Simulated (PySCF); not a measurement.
# Gas-phase XPS of `C[BH2-][NH2+]C`, computed

Compound: C₂H₁₀BN.
Structure used (PBE0-D3(BJ)/def2-SVP), in Å, numbered top down from 1:
```xyz
14
C2H10BN angstrom
C     -1.938    0.061    0.133
B     -0.499    0.297   -0.556
N      0.638   -0.245    0.491
C      2.021   -0.110    0.030
H     -2.163   -1.002    0.341
H     -2.073    0.616    1.080
H     -2.734    0.413   -0.542
H     -0.310   -0.369   -1.575
H     -0.209    1.480   -0.729
H      0.506    0.256    1.372
H      0.424   -1.223    0.695
H      2.219    0.949   -0.174
H      2.129   -0.661   -0.913
H      2.742   -0.490    0.769
```

Method: delta-SCF UKS SCAN, pcX-2 on the ionised atom, pcseg-1 elsewhere, spin-free X2C (PySCF). These are vertical core ionisation energies against the vacuum level, from separate self-consistent calculations with and without the core hole.

Q: List the computed XPS lines with their assignment.

A: 
| atom(s) | environment | level | binding energy (eV) | above the level's lowest (eV) | count |
| --- | --- | --- | --- | --- | --- |
| C1 | sp3 carbon bound to boron | C 1s | 289.04 | 0.00 | 1 |
| B2 | four-coordinate boron | B 1s | 193.67 | 0.00 | 1 |
| N3 | nitrogen bonded to B, C and 2 H | N 1s | 407.48 | 0.00 | 1 |
| C4 | N-methyl carbon | C 1s | 292.53 | +3.49 | 1 |

Lowest listed C 1s: C1, bonded to 3 H and B. Highest, 3.49 eV above it: C4, bonded to N and 3 H. Summing the Pauling electronegativity differences to the bonded atoms, each weighted by its formal bond order, gives -1.56 for the lowest site and -0.56 for the highest.

Q: Express the binding energy of C 1s of C1 in atomic units and per mole.

A: 289.04 eV = 10.6220 Eh = 27888 kJ/mol.

Q: Which photon wavelength matches the C 1s of C1 threshold?

A: λ = hc/E = 12398.42 eV Å / 289.04 eV = 42.895 Å.

The structure is a single PBE0-D3(BJ)/def2-SVP conformer in the gas phase; no vibrational or solvent corrections.
